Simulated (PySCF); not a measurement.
Computed Raman spectrum (relative Raman activity) of a molecule C2H3ClF2Si. Coordinates come from a B3LYP-D3(BJ)/def2-SVP optimisation. The values are those of a single conformer. Calculation: B3LYP-D3(BJ)/def2-SVP run with PySCF. Frequencies are harmonic and unscaled.

Lines under 2 % of the strongest are left out, and lines within 2 cm⁻¹ are merged.

```csv
ν (cm⁻¹),relative intensity
78,6.5
177,3.0
389,2.7
526,3.0
587,5.5
730,2.3
1015,2.5
1278,8.2
1422,17
1669,14
3128,81
3153,100
3223,64
```

**Question.** Which structure fits?
A. C=C[Si](F)(F)Cl
B. C=C(Cl)[SiH](F)F
C. F[SiH2]/C=C(/F)Cl
D. F[SiH2]/C(F)=C\Cl

**Answer.** A, C=C[Si](F)(F)Cl
